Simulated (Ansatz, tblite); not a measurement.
Forces on PtO₂ at its PBE-D4/def2-TZVP geometry. Charge 0, multiplicity 1.

In the def2 sets Pt takes a core potential; there is no spin–orbit coupling. The xTB rows come from tblite. The structure holds 1 bond(s) between oxygen atoms. The restricted singlet is unstable towards broken spin symmetry in Hartree–Fock (as tested in another run); at PBE-D4/def2-TZVP this wasn't settled. Another isomer (singlet) lies 2.19 eV lower at PBE0-D4/def2-TZVP; other spin states weren't run for this one.

GFN1-xTB (tblite), largest force 2.82 eV/Å:

```xyz
3
positions Å, forces eV/Å
Pt   -1.129    0.306    0.347    2.259   -0.612   -0.694
O     0.441   -0.818    0.010   -0.681    2.713   -0.317
O     0.689    0.512   -0.357   -1.578   -2.101    1.011
```

GFN2-xTB (tblite), largest force 1.88 eV/Å:

```
Pt 1.362 -0.369 -0.418
O -0.375 1.827 -0.244
O -0.987 -1.458 0.663
```

PBE-D4/def2-TZVP (Ansatz), largest force 0.00 eV/Å:

```
Pt 0.000 0.000 0.000
O 0.000 0.000 0.000
O 0.000 0.000 0.000
```
